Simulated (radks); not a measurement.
Numerical settings for the calcium ion Ca3+, [Ne] 3s2 3p5. Method: Dirac Kohn-Sham, PBE, spin-unpolarised, spherical densities, finite nucleus; open shells fill j = l - 1/2 first; Fermi nuclear charge, rms radius 3.4776 fm; computed with a radial shooting solver on a logarithmic mesh with Libxc functionals. The defaults (mesh step 0.008 in ln r, mesh end at 40 bohr or more with all orbitals vanishing there, Anderson mixing 0.5 over 9 steps, residual threshold near 1e-9 with the energy settled to 1e-9 hartree or 1e-11 of itself, here a cap of 65 iterations) give E = -677.7838 hartree and 3p3/2 at -59.508 eV in 14 iterations. Run on one thread of a shared host, so times are rough (Arm Neoverse V1): 0.06 s of CPU time, 0.06 s wall, 14 iterations on 2189 mesh points. Changes against that run (0 stands for a change within the tolerance of the run):

setting                     iterations         converged  E (mhartree)  e(3p3/2) (meV)  CPU (s)
mesh step in ln r 0.012             14               yes             0               0     0.05
mesh step in ln r 0.02              14               yes             0               0     0.03
mesh step in ln r 0.003             14               yes             0               0     0.15
mesh end (bohr) 400                 14               yes             0               0     0.07
mesh end (bohr) 1                   13  level above zero     +5.83e+04       +2.94e+05     0.04
residual threshold 0.01              8               yes             0           +1.43     0.05
residual threshold 0.1               8               yes             0           +1.43     0.05
mixing 1.5                          14               yes             0               0     0.07
linear mixing, mixing 0.2           65                no             0        -0.00663     0.22
linear mixing, mixing 0.05          65                no         +0.14            -588     0.26
mixing history 2                    20               yes             0               0     0.08
iteration cap 8                      8                no             0         +0.0284     0.04

Settled on a wrong energy, with an occupied level pushed above zero by the early mesh end: mesh end (bohr) 1 (+58.3 hartree). Apart from these: no run marked as converged misses the energy by more than 1 mhartree. A mesh that ends early acts as a hard wall.
